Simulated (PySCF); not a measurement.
PySCF 2.14 output of an unrestricted wB97X calculation on a single atom or ion in aug-cc-pVDZ-PP with ECP60MDF, with a scalar-relativistic core potential:

```
SCF conv_tol = 1e-09
number electrons alpha = 8  beta = 4
    J.-D. Chai and M. Head-Gordon.,  J. Chem. Phys. 128, 084106 (2008)
cycle= 1 E= -56.8228807582402  delta_E= -0.00346  |g|= 0.0152  |ddm|= 0.763
cycle= 2 E= -56.8230648909039  delta_E= -0.000184  |g|= 0.00437  |ddm|= 0.131
cycle= 3 E= -56.8230871107735  delta_E= -2.22e-05  |g|= 0.00144  |ddm|= 0.0378
cycle= 4 E= -56.8230930816331  delta_E= -5.97e-06  |g|= 0.000484  |ddm|= 0.00859
cycle= 5 E= -56.8230935011971  delta_E= -4.2e-07  |g|= 0.000284  |ddm|= 0.00233
cycle= 6 E= -56.8230935111166  delta_E= -9.92e-09  |g|= 0.000107  |ddm|= 0.00171
cycle= 7 E= -56.8230935251227  delta_E= -1.4e-08  |g|= 0.000308  |ddm|= 0.000409
cycle= 8 E= -56.8230935646263  delta_E= -3.95e-08  |g|= 0.000184  |ddm|= 0.000526
cycle= 9 E= -56.823093566289  delta_E= -1.66e-09  |g|= 4.99e-05  |ddm|= 0.00014
cycle= 10 E= -56.8230935658633  delta_E= 4.26e-10  |g|= 0.000113  |ddm|= 0.000102
cycle= 11 E= -56.8230935662501  delta_E= -3.87e-10  |g|= 6.42e-05  |ddm|= 9.01e-05
cycle= 12 E= -56.823093566364  delta_E= -1.14e-10  |g|= 3.06e-05  |ddm|= 4.07e-05
converged SCF energy = -56.823093566364  <S^2> = 6.0008952  2S+1 = 5.0003581
```

The run itself started from symmetry-adapted Hartree-Fock orbitals and held the occupation by maximum overlap, on a logarithmic radial grid, so the iterations belong to that start.

Task: Which element, charge and spin multiplicity is this?

Result: Ta⁺ (tantalum, charge +1), multiplicity 5; the state was [Xe] 4f14 5d3 6p1, one real determinant (an excited configuration).

⟨L²⟩ = 14.01 against 20 for a pure G term, so this real determinant mixes terms. Energies and moments cover only the electrons outside the core potential. Spin-orbit coupling, absent here, splits the open shell strongly.
